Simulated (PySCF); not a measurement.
HSn (SMILES [SnH]), doublet, geometry from GFN2-xTB (such geometries of metal compounds can be far from the true shape) (core potentials on Sn).

Input for PySCF:
```python
from pyscf import gto, scf, dft

mol = gto.Mole()
mol.atom = '''
    Sn   -0.00000000   -0.00000000   -0.03544185
    H     0.00000000    0.00000000    1.77209231
'''
mol.basis = 'def2-tzvp'
mol.ecp = {'Sn': 'def2-tzvp'}
mol.spin = 1
mol.verbose = 3
mol.build()

mf = dft.UKS(mol)
mf.xc = 'b97m_v'
mf.grids.atom_grid = (99, 590)
mf.grids.prune = None
mf.kernel()
```

Estimate the dipole moment that PySCF with B97M-V/def2-TZVP returns for this input.

0.84 D

What HOMO energy does B97M-V/def2-TZVP give?

-4.10 eV

What is the computed number of basis functions (B97M-V/def2-TZVP)?

56

What <S^2> does B97M-V/def2-TZVP give?

0.752

What nuclear repulsion energy does B97M-V/def2-TZVP give?

6.4408 Eh

Give the Mulliken (on the basis functions themselves) charges in atom order at the level B97M-V/def2-TZVP.

Sn1 0.14, H2 -0.14

These values belong to the state on which the SCF converged, which isn't shown to be the lowest.
